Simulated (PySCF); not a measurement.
Identify the unknown among the candidates.

All candidates are C4H9FOSi2.

* 1H NMR: chemical shifts (computed TMS as zero) by class: 5.22 (1 H), 4.58 (1 H), 3.93 (1 H), 3.91 (1 H), 2.78 (1 H), 2.17 (1 H), 0.52 (3 H) ppm [GIAO PBE0/pcSseg-1]
* UV, strongest line: among the 8 lowest singlet transitions: S8 at 6.83 eV (182 nm, f = 0.027) [TDDFT B3LYP/def2-SVPD]
* NMR, other nuclei: isotropic shieldings of nuclei other than C and H, by class: -325 (1 O), 402 (1 F), 389 (1 Si), 424 (1 Si) ppm [GIAO PBE0/pcSseg-1]
* Rotational structure: rotational constants A, B, C: 1.839, 1.184, 1.035 GHz [GFN2-xTB]
* 13C NMR: chemical shifts (computed TMS as zero) by class: 215.8 (1 C), 95.2 (1 C), 27.3 (1 C), -3.0 (1 C) ppm [GIAO PBE0/pcSseg-1]
* Polarisability: 104.2 au [B3LYP/def2-SVPD]

The electronic properties come from PySCF, for the isolated species, density fitting. Levels stand in brackets. One conformer (not necessarily the lowest) at the GFN2-xTB geometry, without solvent, vibrations or thermal averaging. NMR values are class means; diastereotopic atoms form classes of their own.

Task: Which candidate is it?
A. `C#C[C@@](F)(C[SiH3])[SiH2]O`
B. `C[Si@@H]1CC(=O)[C@H](F)[SiH2]1`
C. `C[SiH2][C@H](F)C#C[SiH2]O`

Result: B. It is `C[Si@@H]1CC(=O)[C@H](F)[SiH2]1`. Numbering: `[CH3:1][Si@@H:2]1[CH2:3][C:4](=[O:5])[C@H:6]([F:7])[SiH2:8]1`. Its formula, C4H9FOSi2, gives 2 degrees of unsaturation: 1 ring and 1 π bond in the structure found. 4 carbons fall into 4 classes; from least to most shielded: ketone carbonyl carbon [C4] (215.8 ppm), sp3 C–F carbon [C6] (95.2 ppm), ring sp3 carbon bound to silicon [C3] (27.3 ppm), Si-methyl carbon [C1] (-3.0 ppm). Hydrogen classes from least to most shielded: 1 H on an sp3 C–F carbon, C6 (5.22 ppm), 1 H on an SiH silicon, Si2 (4.58 ppm), 1 H on an SiH2 silicon, Si8 (3.93 ppm), 1 H on an SiH2 silicon, Si8 (3.91 ppm), 1 H on an sp3 carbon bound to silicon, C3 (2.78 ppm), 1 H on an sp3 carbon bound to silicon, C3 (2.17 ppm), 3 H on an Si-methyl carbon, C1 (0.52 ppm). The other shieldings belong to: -325 ppm, ketone oxygen [O5]; 402 ppm, alkyl fluorine [F7]; 389 ppm, SiH silicon [Si2]; 424 ppm, SiH2 silicon [Si8]. The optimised geometry has point group C1 and is an asymmetric top.

The others, at the same levels:
- `C[SiH2][C@H](F)C#C[SiH2]O` fails: its computed 13C shifts are 110.4 (1 C), 102.5 (1 C), 80.5 (1 C), -8.6 (1 C) ppm, 1H shifts are 5.51 (1 H), 5.29 (1 H), 4.95 (1 H), 4.40 (1 H), 4.23 (1 H), 1.21 (1 H), 0.20 (3 H) ppm and rotational constant A is 2.399 GHz (against 1.839 GHz).
- `C#C[C@@](F)(C[SiH3])[SiH2]O` fails: its computed 13C shifts are 91.2 (1 C), 89.6 (1 C), 85.6 (1 C), 21.3 (1 C) ppm, 1H shifts are 5.10 (1 H), 4.62 (1 H), 4.07 (3 H), 2.60 (1 H), 2.03 (1 H), 1.64 (1 H), 1.03 (1 H) ppm and smallest rotational constant is 0.768 GHz (against 1.035 GHz).

Each candidate is one conformer, not necessarily the lowest. Dipoles, sizes and rotational constants follow the conformer. The torsions of the flexible species, by atom-mapped SMILES:
- `[CH3:1][SiH2:2][C@H:3]([F:4])[C:5]#[C:6][SiH2:7][OH:8]`: C1–Si2–C3–F4 179°, H–O8–Si7–C6 -50°
- `[CH:1]#[C:2][C@@:3]([F:4])([CH2:5][SiH3:6])[SiH2:7][OH:8]`: C2–C3–C5–Si6 -68°, C2–C3–Si7–O8 168°, H–O8–Si7–C3 -47°

The conformers of `C[Si@@H]1CC(=O)[C@H](F)[SiH2]1` aren't listed.
